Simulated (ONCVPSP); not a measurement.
## An all-electron radial function and its pseudo partner (Zr (Z = 40))

Columns: radius, all-electron u(r) and pseudo u(r) of the 4s shell (level -54.52 eV) of zirconium in the configuration [Ar] 3d10 4s2 4p6 4d2 5s2; LDA (Perdew-Wang 92), scalar-relativistic, ONCV scheme, ONCVPSP 4.0.1.

| r (bohr) | all-electron | pseudo |
| --- | --- | --- |
| 0.095 | 0.3393 | 0.1134 |
| 0.190 | 0.0041 | 0.2264 |
| 0.285 | -0.4779 | 0.3383 |
| 0.380 | -0.5376 | 0.4480 |
| 0.475 | -0.2885 | 0.5541 |
| 0.570 | 0.0745 | 0.6540 |
| 0.665 | 0.4246 | 0.7442 |
| 0.760 | 0.7035 | 0.8210 |
| 0.855 | 0.8953 | 0.8809 |
| 0.950 | 1.0055 | 0.9212 |
| 1.045 | 1.0486 | 0.9406 |
| 1.140 | 1.0413 | 0.9390 |
| 1.235 | 0.9987 | 0.9174 |
| 1.330 | 0.9336 | 0.8780 |
| 1.425 | 0.8557 | 0.8233 |
| 1.520 | 0.7725 | 0.7569 |
| 1.615 | 0.6889 | 0.6832 |
| 1.710 | 0.6083 | 0.6070 |
| 1.805 | 0.5328 | 0.5326 |
| 1.900 | 0.4636 | 0.4635 |
| 1.995 | 0.4011 | 0.4010 |
| 2.090 | 0.3454 | 0.3453 |
| 2.185 | 0.2962 | 0.2962 |
| 2.280 | 0.2532 | 0.2532 |
| 2.375 | 0.2158 | 0.2158 |
| 2.470 | 0.1835 | 0.1834 |

Problem. How many radial nodes do the two functions have?

Solution. The all-electron 4s function has n − l − 1 = 3 (the table is too coarse to show those close to the nucleus); the pseudo-wave has 0, since the states of the same l below it are removed with the core.

Problem. At about which radius was the pseudo-wave matched?

Solution. 1.90 bohr, where the columns begin to agree (steps of 0.10 bohr).

Problem. Is the pseudo-wave norm-conserving?

Solution. Yes: the ONCV scheme keeps the norm inside the radius equal to the all-electron one, which fixes the energy derivative of the logarithmic derivative at the level.
